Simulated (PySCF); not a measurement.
C4H5N2, SMILES c1cnc[nH+]c1, charge +1. Heavy atoms are numbered as in [cH:1]1[cH:2][n:3][cH:4][nH+:5][cH:6]1. Hydrogens are named by the atom that carries them.

Coordinates come from a TPSSh-D3(BJ)/def2-SVP optimisation. The isomer is the one that the SMILES or the coordinates give; other isomers of the formula were not compared.

All values below come from PBE/def2-TZVP (PySCF).

ESP charges are fitted to the potential on shells at 1.4 to 2.0 van der Waals radii. Atomic charges (e), one atom of each kind:

| atom | meta-Löwdin | ESP fit | Löwdin |
|---|---|---|---|
| C1 (CH) | -0.10 | ___ | -0.08 |
| C2 (CH) | 0.09 | 0.65 | -0.09 |
| N3 | -0.17 | -0.58 | 0.20 |
| C4 (CH) | 0.14 | ___ | -0.17 |
| N5 (NH) | -0.06 | -0.48 | 0.27 |
| C6 (CH) | 0.05 | ___ | -0.08 |
| H on C1 | 0.18 | ___ | 0.18 |
| H on C2 | 0.18 | ___ | 0.17 |
| H on C4 | 0.18 | 0.10 | 0.17 |
| H on N5 | 0.30 | 0.39 | 0.24 |
| H on C6 | 0.19 | 0.13 | 0.18 |

Complete the blanks. (An estimate is asked for; the answer gives what the named calculation found.)


- C1 (CH), ESP fit: -0.56
- C4 (CH), ESP fit: 0.60
- C6 (CH), ESP fit: 0.42
- H on C1, ESP fit: 0.27
- H on C2, ESP fit: 0.07

Give the Mayer and Wiberg (Löwdin basis) orders of the bonds. (An estimate is asked for; the answer gives what the named calculation found.)


```tsv
bond	Mayer	Wiberg
C1–C2	1.38	1.54
C2–N3	1.43	1.73
N3–C4	1.57	1.89
C4–N5	1.27	1.57
C1–C6	1.50	1.63
N5–C6	1.29	1.56
```
